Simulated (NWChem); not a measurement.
System: SiF3, doublet; SMILES [Si](F)(F)F

Input file for NWChem:

```
start job
memory heap 200 mb stack 900 mb global 1100 mb
geometry units angstroms noautoz
  F      1.457838     0.352336    -0.204561
  Si     0.000000     0.000000     0.375737
  F     -1.034051     1.086357    -0.204561
  F     -0.423787    -1.438693    -0.204561
end
basis spherical
  F library 6-31g*
  Si library 6-31g*
end
dft
  odft
  mult 2
  xc b3lyp
  iterations 150
  mulliken
end
task dft energy
```

In the optimisation the excess spin sits in a (C3, its own frame). Geometry: optimised at PBE0/def2-SVP, spin-unrestricted. No stability test was run on the SCF state.

### Question
What results follow from this input? (B3LYP/6-31G* (spherical d), spin-unrestricted.) Quantities: energy (Ha); highest occupied level (eV); lowest empty minus highest occupied level, either spin (eV); dipole (D); <S²>.

### Answer
The energy (Ha) is -589.13 and the highest occupied level (eV) is -7.41. The lowest empty minus highest occupied level, either spin (eV) is 3.55 and the dipole (D) is 1.33. The <S²> is 0.751.
